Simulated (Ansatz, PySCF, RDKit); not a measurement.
Complex: HCl (SMILES Cl) (first 2 atoms) with CHN (SMILES C#N); geometry from B3LYP-D3(BJ)/def2-TZVP, rigid monomers moved along the line of their centres of mass till H2···N4 is 1.83 Å.
(charge 0, multiplicity 1):
```xyz
5

Cl    -0.34072    -1.53255    -0.63115
H     -0.27153    -0.80216     0.43500
C     -0.11362     0.88058     2.88272
N     -0.17394     0.23203     1.94242
H     -0.05723     1.48516     3.76041
```

Counterpoise-corrected where a basis set is named; no monomer relaxation. Rows marked so take none. RDKit's UFF carries no charges.

Rows in 3-21G, STO-3G carry no dispersion term and start afresh at each structure.

Codes used: Ansatz (Gaussian basis) for Hartree–Fock, density functionals and correlated methods; PySCF for 3-21G rows, STO-3G rows; RDKit for the force fields. 

**Question.** One of these levels gives -6.48 kcal/mol for the interaction energy. Which one is it?
(A) HF/STO-3G (no counterpoise)
(B) HF/3-21G (no counterpoise)
(C) UFF
(D) r2SCAN/def2-TZVPPD

**Answer.** B, HF/3-21G (no counterpoise). The others give 50.91 (UFF), -5.26 (HF/STO-3G (no counterpoise)), -4.15 (r2SCAN/def2-TZVPPD)

Ansatz is an electronic-structure program.
